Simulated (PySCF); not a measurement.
SMILES c1csc(Oc2ccsc2)c1 (C8H6OS2), singlet (GFN2-xTB optimised geometry):

```
17

C     -0.384    -2.860     0.000
C      0.970    -2.860     0.000
S      1.623    -1.263     0.000
C      0.014    -0.589     0.025
O     -0.227     0.737    -0.049
C      0.666     1.610     0.514
C      1.400     1.394     1.712
C      2.160     2.467     2.039
S      1.992     3.755     0.916
C      0.890     2.841    -0.028
C     -0.940    -1.559     0.016
H     -0.979    -3.755    -0.001
H      1.643    -3.693     0.002
H      1.347     0.491     2.292
H      2.807     2.584     2.885
H      0.455     3.254    -0.915
H     -1.992    -1.346     0.022
```

Method: PBE0/def2-SVP run with PySCF.

Task: What are the frontier orbital energies and the dipole moment?

Result: HOMO-2 -7.26 eV, HOMO-1 -7.05 eV, HOMO -6.13 eV, LUMO -0.52 eV, LUMO+1 -0.21 eV; dipole moment 0.95 D.

Meta-Löwdin charges at PBE0/def2-SVP: C1 -0.13, C2 -0.25, S3 0.22, C4 0.08, O5 -0.29, C6 0.17, C7 -0.17, C8 -0.23, S9 0.28, C10 -0.28, C11 -0.18, H12 0.12, H13 0.13, H14 0.13, H15 0.13, H16 0.14, H17 0.13.
